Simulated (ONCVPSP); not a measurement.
# Mg: variants of one ONCV potential

Base potential:

* Element: magnesium (Mg)
* Generator: ONCVPSP 4.0.1
* Type: optimised norm-conserving Vanderbilt (ONCV)
* Functional: PBE
* Relativity: fully relativistic
* Frozen core: [Ne]
* Valence charge: 2
* Reference configuration: 3s1.75 3p0.25
* Partial waves: 3s: rc 2.80 bohr, ncon 4, nbas 8, qcut 3 1/bohr, 1 projector; 3p: rc 2.50 bohr, ncon 4, nbas 9, qcut 3.1 1/bohr, 2 projectors, debl 3.1 Ha
* Local potential: polynomial inside 2.30 bohr (lpopt 5, dvloc0 0 Ha)
* Core correction: none

Open shells are filled in proportion to 2j + 1.

Cutoffs, loose and tight: the cutoffs (Ha) at which the residual kinetic energy of the hardest occupied pseudo-wave falls to 1 and 0.1 mHa per electron. They do not see the model core or the augmentation charge, which bear on the density cutoff. Test errors are all-electron minus pseudo excitation energies from the reference, over the configurations 3s2 3p0; 3s1 3p0; 3s1.5 3p0; 3s0 3p2. A dash means not determined; rows that change the core or the reference have their own tests.

For the base: The cutoffs count occupied waves only; projector 2 of the p channel, the hardest unoccupied one, needs 14 Ha at the loose tolerance.

```
     change    outcome  cutoff, loose  cutoff, tight  bound ghosts  GHOST(+) flags above zero  largest test error (meV)
       base  generated         3.0 Ha         4.1 Ha          none                       none                       +56
s: qcut 1.9  generated         4.7 Ha          19 Ha          none                       none                       +49
s: qcut 2.4  generated         2.6 Ha          12 Ha          none                       none                       +54
s: qcut 2.9  generated         2.9 Ha         4.2 Ha          none                       none                       +56
s: qcut 3.5  generated         3.4 Ha         4.7 Ha          none                       none                       +57
  s: qcut 4  generated         3.8 Ha         5.2 Ha          none                       none                       +59
```

Task: What comes out with this change to the base: s: qcut 4.3?

Result: outcome: generated; cutoff, loose: 4.0 Ha; cutoff, tight: 5.6 Ha; bound ghosts: none; GHOST(+) flags above zero: none; largest test error (meV): +61.

Reading the sweep of the qcut of the s channel (base included, trends over the rows without a ghost): The loose cutoff is not monotonic: lowest 2.6 Ha at 2.4 1/bohr, highest 4.7 Ha at 1.9 1/bohr. The median size of the test errors (rows with all tests solved) rises from 1.6 meV at 1.9 to 3.0 meV at 4.3 1/bohr.
